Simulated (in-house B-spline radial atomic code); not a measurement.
**Cr⁵⁺: [Ar] 3d1**

Method: non-relativistic B97-1, spin-polarised, spherical fractional occupations, exact exchange averaged over the configuration, point nucleus. Calculated with a radial B-spline atomic code at the basis-set limit.

Z_r = [3n² - l(l+1)]/(2<r>); Z_e = n√(-2ε); the last column is Slater's effective charge. Values are occupation-weighted means over spin.

```json
{"shell": "1s", "electrons": "2", "ε (eV)": "-5954.9", "<r> (bohr)": "0.06419", "Z_r": "23.37", "Z_e": "20.92", "Slater": "23.70"}
{"shell": "2s", "electrons": "2", "ε (eV)": "-759.51", "<r> (bohr)": "0.2954", "Z_r": "20.31", "Z_e": "14.94", "Slater": "19.85"}
{"shell": "2p", "electrons": "6", "ε (eV)": "-657.95", "<r> (bohr)": "0.2607", "Z_r": "19.18", "Z_e": "13.91", "Slater": "19.85"}
{"shell": "3s", "electrons": "2", "ε (eV)": "-157.64", "<r> (bohr)": "0.8674", "Z_r": "15.56", "Z_e": "10.21", "Slater": "12.75"}
{"shell": "3p", "electrons": "6", "ε (eV)": "-127.71", "<r> (bohr)": "0.8972", "Z_r": "13.93", "Z_e": "9.19", "Slater": "12.75"}
{"shell": "3d", "electrons": "1", "ε (eV)": "-82.599", "<r> (bohr)": "0.9461", "Z_r": "11.10", "Z_e": "7.39", "Slater": "6.00"}
```

The least bound orbital is 3d up at -82.6 eV, and it is also the most diffuse (<r> = 0.9461 bohr).
